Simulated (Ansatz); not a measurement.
Bi2Te3⁻. Total charge -1; doublet. Geometry r2SCAN-D4/def2-SVPD.

```tsv
atom	x (Å)	y (Å)	z (Å)
Bi1	0.8804	-1.0485	-1.3414
Bi2	-1.4082	1.1225	-0.6555
Te3	-2.4502	0.9824	1.8686
Te4	1.5132	-2.7750	0.6822
Te5	1.4647	1.7186	-0.5540
```

In the def2 sets Bi, Te take a core potential; there is no spin–orbit coupling. Another isomer (doublet) lies 0.37 eV lower at PBE0-D4/def2-TZVPD; other spin states weren't run for this one.

Task: Estimate the α-spin orbital energies around the gap (eV) in Ansatz with PBE-D4/def2-TZVPD, BLYP-D4/def2-TZVPD, r2SCAN-D4/def2-TZVPD, PBE0-D4/def2-TZVPD.

Result: 
```csv
orbital,PBE-D4/def2-TZVPD,BLYP-D4/def2-TZVPD,r2SCAN-D4/def2-TZVPD,PBE0-D4/def2-TZVPD
HOMO−9,-4.20,-3.96,-4.49,-5.21
HOMO−8,-3.44,-3.22,-3.71,-4.41
HOMO−7,-3.43,-3.22,-3.69,-4.40
HOMO−6,-2.99,-2.78,-3.29,-3.99
HOMO−5,-2.84,-2.65,-3.08,-3.73
HOMO−4,-2.09,-1.88,-2.37,-3.10
HOMO−3,-1.80,-1.61,-2.01,-2.69
HOMO−2,-1.59,-1.40,-1.80,-2.49
HOMO−1,-1.53,-1.35,-1.74,-2.41
HOMO,-1.27,-1.08,-1.52,-2.10
LUMO,0.42,0.54,0.45,0.87
LUMO+1,0.60,0.71,0.72,1.17
LUMO+2,0.74,0.86,0.82,1.28
LUMO+3,1.42,1.52,1.63,1.97
LUMO+4,2.01,2.07,2.35,2.46
LUMO+5,2.34,2.36,2.81,2.70
β HOMO,-1.45,-1.28,-1.64,-2.26
β LUMO,-0.91,-0.78,-0.91,-0.48
```
